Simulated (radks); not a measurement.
Tb, 65 electrons, occupied as [Xe] 4f9 6s1 7s1 (not the ground configuration). All-electron calculation, scalar-relativistic Kohn-Sham, PBE, spin-polarised, spherical densities, finite nucleus; open shells are filled with parallel spins first (spin-orbit coupling, left out, can overturn this in heavy ions); Fermi nuclear charge, rms radius 5.06 fm. Program: a radial shooting solver on a logarithmic mesh with Libxc functionals.

Unscreened Slater integrals over Kohn-Sham orbitals (cm^-1). They are taken over the spin-up orbitals.

integral,value
"F0(7s,7s)",20215
"F0(7s,6s)",25022
"G0(7s,6s)",1252.4
"F0(7s,4f)",26850
"G3(7s,4f)",315.61
"F0(7s,5p)",26469
"G1(7s,5p)",579.41
"F0(6s,6s)",52434
"F0(6s,4f)",68252
"G3(6s,4f)",2616.3
"F0(6s,5p)",65338
"G1(6s,5p)",5071.2
"F0(4f,4f)",234620
"F2(4f,4f)",108250
"F4(4f,4f)",67315
"F6(4f,4f)",48265
"F0(4f,5p)",150880
"F2(4f,5p)",52447
"G2(4f,5p)",29139
"G4(4f,5p)",21976
"F0(5p,5p)",126660
"F2(5p,5p)",67866

Derived for the open shells (J is the average intra-shell exchange parameter used in DFT+U). 4f: F4/F2 = 0.622, F6/F2 = 0.446, J = (286 F2 + 195 F4 + 250 F6)/6435 = 8726 cm^-1.
